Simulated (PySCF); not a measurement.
Start geometry of Sn(CN)4 (`N#[C][Sn]([C]#N)([C]#N)[C]#N`) from GFN2-xTB (Å):
```
atom  x, y, z in Å
Sn1    0.0604   -0.0785    0.0138
C2    -0.0088   -0.0207    2.1334
N3    -0.0486   -0.0134    3.2541
C4     2.1129   -0.0006   -0.7271
N5     3.0770   -0.0257   -1.1360
C6    -1.0185    1.7653   -0.7044
N7    -1.5136    2.6788   -1.0711
C8    -0.9679   -1.7232   -0.7391
N9    -1.5600   -2.6513   -1.0492
```

**Question.** What comes out of this run: PySCF 2.14.0, PBE0-D3(BJ)/def2-SVP geometry optimisation, gas phase, def2 core potentials past Kr?

**Answer.** 
```
atom  x, y, z in Å
Sn1    0.0062   -0.0062   -0.0003
C2     0.0063   -0.0134    2.0839
N3     0.0137   -0.0177    3.2427
C4     1.9735   -0.0119   -0.6857
N5     3.0686   -0.0117   -1.0637
C6    -0.9594    1.7008   -0.7045
N7    -1.4902    2.6509   -1.1024
C8    -0.9727   -1.7066   -0.7018
N9    -1.5132   -2.6537   -1.0939
```

The energy falls by 1.660 eV over 9 energy and gradient evaluations, the largest force component goes from 0.3916 to 3.9e-04 Eh/bohr, and the atoms move by 0.079 Å rms after alignment. The bond that changes most is Sn1–C6 (ends: tin bonded to 4 C; carbon bonded to N and Sn), which shortens by 0.170 Å. Bonds longer at the end by more than 0.005 Å: 4 of 8; shorter: 3. Among the angles that change most is Sn1–C8–N9, from 174.5° to 179.8°. The orientation of the end geometry is arbitrary; only internal coordinates are fixed.

The run used 138 basis functions and 70 SCF cycles in all.

Whether it is a minimum is left open (no frequencies).
